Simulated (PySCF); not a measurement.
# Trend along group 14: MB molecules

PBE with double-zeta basis sets in PySCF, for the lowest determinant that a PBE0 search found; no spin–orbit coupling. De refers to high-spin ground-configuration atoms. A positive dipole means M(−)B(+).

```
 M                basis  state (unpaired electrons)  Re (Å)  ωe (cm⁻¹)  De (eV)  μ (D)
 C              cc-pVDZ         quartet (σ ↑, π ↑↑)   1.510       1160     4.99   0.93
Si  cc-pV(D+d)Z/cc-pVDZ         quartet (σ ↑, π ↑↑)   1.939        727     3.72  -0.62
Ge           x2c-SVPall         quartet (σ ↑, π ↑↑)   1.999        627     3.54  -0.97
Sn             def2-SVP         quartet (σ ↑, π ↑↑)   2.209        535     3.05  -1.52
Pb             def2-SVP         quartet (σ ↑, π ↑↑)   2.285        490     2.86  -1.96
```

The shortest bond is that of BC (1.510 Å), the longest that of BPb (2.285 Å).

The rows differ in basis set, which adds steps of its own.

Down a group the atoms grow and get heavier, so bonds lengthen and wavenumbers fall; this series shows no clear exception.

These are scalar-relativistic numbers at best; spin–orbit coupling would shift them, the dissociation energy most. States were picked by a PBE0 search and need not be the measured ground states.
